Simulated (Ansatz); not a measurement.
Reaction (silylene loss): `[SiH3][SiH2]OBCl` → `[SiH3]OBCl` + `[SiH2]`

Program: Ansatz. Geometries: PBE0-D4/def2-TZVP. ΔE: electronic, gas phase. CCSD(T)/CBS is the MP2 limit (def2-TZVPP, def2-QZVPP) plus CCSD(T) − MP2 in def2-TZVPP, frozen cores. This one scheme is used for every species. Functionals use def2-TZVPP. B3LYP here is the variant with VWN-RPA as its local correlation; programs differ in this. One conformer a species, not always the lowest.

`[SiH3][SiH2]OBCl`:

Cartesian coordinates in Å:
```
Si 1.310 -0.036 1.176
Si -0.957 0.332 0.701
O -1.313 0.087 -0.911
B -0.562 -0.269 -1.956
Cl -1.309 -0.433 -3.536
H 1.514 0.208 2.630
H 1.698 -1.436 0.860
H 2.172 0.897 0.404
H -1.347 1.729 1.020
H -1.819 -0.594 1.478
H 0.612 -0.486 -1.867
```

`[SiH3]OBCl`:

```xyz
8

Si   -1.097   -0.455   -0.226
O    -0.004    0.419    0.681
B     1.293    0.692    0.519
Cl    2.176    0.078   -0.888
H    -0.649   -1.864   -0.328
H    -2.381   -0.372    0.504
H    -1.226    0.149   -1.573
H     1.890    1.353    1.310
```

`[SiH2]`:

```xyz
3

Si   -0.617   -0.292    0.200
H     0.846   -0.546    0.548
H    -0.228    0.838   -0.748
```

**Question.** Is it downhill or uphill in electronic energy at CCSD(T)/CBS, and by how much? (Best estimate.)

**Answer.** Computed: Uphill: ΔE = +227.9 kJ/mol.

**Question.** What do these levels give: PBE0-D4, B3LYP-D4, ωB97X-V, ωB97M-V, PBE0, B3LYP, MP2/def2-TZVPP, CCSD/def2-TZVPP, CCSD(T)/def2-TZVPP, HF/def2-QZVPP, HF/CBS(def2), MP2/CBS(def2)? (An estimate is asked.)

**Answer.** Computed: PBE0-D4 250.1, B3LYP-D4 226.4, ωB97X-V 240.8, ωB97M-V 220.9, PBE0 243.4, B3LYP 214.7, MP2/def2-TZVPP 234.7, CCSD/def2-TZVPP 216.7, CCSD(T)/def2-TZVPP 221.9, HF/def2-QZVPP 201.3, HF/CBS(def2) 201.4, MP2/CBS(def2) 240.7 kJ/mol.

Largest T1 diagnostic among the species: 0.014.

In def2-TZVPP, CCSD(T) changes the Hartree–Fock value by +20.7 kJ/mol (the triples alone add +5.2 kJ/mol) and MP2 by +33.5 kJ/mol. The D4 term adds +11.7 kJ/mol with B3LYP and +6.7 kJ/mol with PBE0; it sums over pairs of atoms, weighted by their polarisabilities, and B3LYP, whose exchange is more repulsive, gets the larger term. From PBE to PBE0 (25 % exact exchange), in def2-TZVPP and without D4, ΔE moves by +5.1 kJ/mol.
